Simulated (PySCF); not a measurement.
A structure optimised at PBE-D3(BJ)/def2-SVP, used in a PySCF frequency run:

```xyz
11

C      0.0000     0.0000     2.9075
C      0.0000     0.0000     1.6750
B      0.0000     0.0000     0.1703
C      0.0000    -1.0621    -1.0051
O      0.0000     0.0000    -1.9925
C      0.0000     1.0621    -1.0051
H      0.0000     0.0000     3.9900
H     -0.8972    -1.7234    -1.0840
H      0.8972    -1.7234    -1.0840
H      0.8972     1.7234    -1.0840
H     -0.8972     1.7234    -1.0840
```
Charge 0, spin multiplicity 1.

Task: Write its SMILES, formula and point group.

Result: C#CB1COC1, C4H5BO, C2v

Task: What are its rotational constants (standard atomic weights)?

Result: 11.942, 2.0431, 1.7846 GHz
